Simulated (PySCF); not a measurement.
**TDDFT excited states: C2H10OSi2**

C2H10OSi2.
SMILES: `COC[SiH2][SiH3]`

Method: TDDFT CAM-B3LYP/def2-SVPD, vertical, gas phase, core orbitals frozen in the response (PySCF 2.14.0, density-fitted response routines). One conformer (not necessarily the lowest) at the GFN2-xTB geometry, without solvent, vibrations or thermal averaging. Torsions of this conformer, `[CH3:1][O:2][CH2:3][SiH2:4][SiH3:5]`: C1–O2–C3–Si4 -179°, O2–C3–Si4–Si5 41°.

Q: What does the calculation give for the low-lying excited states?

A: 

```json
{"state": "S1", "E (eV)": "7.04", "λ (nm)": "176.1", "f": "0.012", "main configurations (H = HOMO, L = LUMO)": "H→L (62%), H→L+1 (22%)"}
{"state": "S2", "E (eV)": "7.48", "λ (nm)": "165.8", "f": "0.051", "main configurations (H = HOMO, L = LUMO)": "H-1→L (65%), H-1→L+2 (10%)"}
{"state": "S3", "E (eV)": "7.59", "λ (nm)": "163.4", "f": "0.028", "main configurations (H = HOMO, L = LUMO)": "H-1→L+2 (60%), H-1→L+1 (16%), H-1→L (8%)"}
{"state": "S4", "E (eV)": "7.73", "λ (nm)": "160.3", "f": "0.010", "main configurations (H = HOMO, L = LUMO)": "H→L+1 (40%), H→L (32%)"}
{"state": "S5", "E (eV)": "7.81", "λ (nm)": "158.7", "f": "0.0025", "main configurations (H = HOMO, L = LUMO)": "H→L+2 (56%), H→L+4 (16%), H→L+1 (13%)"}
{"state": "S6", "E (eV)": "7.87", "λ (nm)": "157.5", "f": "0.083", "main configurations (H = HOMO, L = LUMO)": "H-2→L (63%), H-1→L+1 (9%)"}
{"state": "S7", "E (eV)": "8.02", "λ (nm)": "154.5", "f": "0.051", "main configurations (H = HOMO, L = LUMO)": "H-1→L+1 (49%), H-1→L+2 (10%), H-2→L (9%)"}
{"state": "S8", "E (eV)": "8.07", "λ (nm)": "153.7", "f": "0.032", "main configurations (H = HOMO, L = LUMO)": "H→L+4 (48%), H→L+2 (20%), H→L+5 (8%)"}
```

Triplets (Tamm–Dancoff): T1 6.57 eV, H-1→L (62%), H-1→L+4 (9%); T2 6.66 eV, H-1→L+2 (59%), H-1→L+1 (14%), H-2→L+2 (10%); T3 6.83 eV, H→L (48%), H→L+1 (22%).

The lowest singlet comes at 176 nm (679 kJ/mol) in the vacuum ultraviolet; it is weak; its leading configuration is HOMO→LUMO (62%). The most intense listed level is S6 at 7.87 eV (158 nm, f = 0.083), 0.83 eV above S1. Löwdin shares by element: HOMO oxygen 60%, carbon 20%, hydrogen 5% or more (atoms not listed hold the other 15%); LUMO silicon 40%, carbon 11% or more, hydrogen 9% or more (atoms not listed hold the other 40%). The listed states span 1.03 eV, and the widest gap between neighbours is 0.44 eV (S1 to S2). Weighted by f, the mean energy of these states is 7.78 eV. Of the 8 states listed, 7 reach f = 0.01 and none stays under 0.0005. Only the lowest 8 singlets were computed, as vertical energies without vibronic structure.
